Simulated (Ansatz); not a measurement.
Relaxation of H8O2Si3 (13 atoms, charge 0, multiplicity 1), to a largest force component of 0.02 eV/Å in at most 40 steps.

All numbers below come from Ansatz, RKS B3LYP-D4/6-31G*.

```xyz
13
Properties=species:S:1:pos:R:3
Si 0.000 0.000 0.000
Si 0.000 0.000 2.220
H -1.315 -0.407 2.707
H 1.010 -0.935 2.707
H 0.305 1.342 2.707
O 1.584 0.000 -0.559
H 1.901 -0.952 -0.676
Si -1.046 1.812 -0.739
H -2.430 1.478 -1.061
H -1.022 2.844 0.293
H -0.374 2.307 -1.937
O -0.791 -1.371 -0.559
H -1.246 -1.837 0.213
```

Q: Where does it end, and by what steps?

A: It converged. The force dipped under the threshold on the way, but the program's further checks kept it going. After 18 steps the energy has fallen by 0.499 eV; H10 moved furthest, 0.88 Å.

```json
{"step": "0", "energy less start (eV)": "0.0000", "largest force component (eV/Å)": "1.748", "accepted": "yes"}
{"step": "1", "energy less start (eV)": "-0.4075", "largest force component (eV/Å)": "0.870", "accepted": "yes"}
{"step": "2", "energy less start (eV)": "-0.4433", "largest force component (eV/Å)": "0.310", "accepted": "yes"}
{"step": "3", "energy less start (eV)": "-0.4628", "largest force component (eV/Å)": "0.519", "accepted": "yes"}
{"step": "4", "energy less start (eV)": "-0.4802", "largest force component (eV/Å)": "0.173", "accepted": "yes"}
{"step": "5", "energy less start (eV)": "-0.4841", "largest force component (eV/Å)": "0.245", "accepted": "yes"}
{"step": "6", "energy less start (eV)": "-0.4932", "largest force component (eV/Å)": "0.042", "accepted": "yes"}
{"step": "7", "energy less start (eV)": "-0.4949", "largest force component (eV/Å)": "0.070", "accepted": "yes"}
{"step": "8", "energy less start (eV)": "-0.4939", "largest force component (eV/Å)": "0.223", "accepted": "no"}
{"step": "9", "energy less start (eV)": "-0.4914", "largest force component (eV/Å)": "0.150", "accepted": "no"}
{"step": "10", "energy less start (eV)": "-0.4963", "largest force component (eV/Å)": "0.015", "accepted": "yes"}
{"step": "11", "energy less start (eV)": "-0.4959", "largest force component (eV/Å)": "0.192", "accepted": "no"}
{"step": "12", "energy less start (eV)": "-0.4971", "largest force component (eV/Å)": "0.031", "accepted": "yes"}
{"step": "13", "energy less start (eV)": "-0.4978", "largest force component (eV/Å)": "0.047", "accepted": "yes"}
{"step": "14", "energy less start (eV)": "-0.4982", "largest force component (eV/Å)": "0.063", "accepted": "yes"}
{"step": "15", "energy less start (eV)": "-0.4984", "largest force component (eV/Å)": "0.054", "accepted": "yes"}
{"step": "16", "energy less start (eV)": "-0.4989", "largest force component (eV/Å)": "0.020", "accepted": "yes"}
{"step": "17", "energy less start (eV)": "-0.4989", "largest force component (eV/Å)": "0.030", "accepted": "yes"}
{"step": "18", "energy less start (eV)": "-0.4991", "largest force component (eV/Å)": "0.009", "accepted": "yes"}
```

```xyz
13
Properties=species:S:1:pos:R:3
Si 0.034 -0.006 -0.001
Si -0.055 -0.133 2.357
H -1.434 -0.477 2.816
H 0.862 -1.194 2.865
H 0.330 1.161 2.987
O 1.603 0.144 -0.545
H 2.166 -0.635 -0.421
Si -1.077 1.874 -0.863
H -2.506 1.831 -0.438
H -0.483 3.133 -0.335
H -1.031 1.901 -2.350
O -0.570 -1.439 -0.632
H -1.264 -1.880 -0.123
```

Run time: 71 s on 2 threads of Arm Neoverse V1 (shared host), peak memory 0.24 GiB.
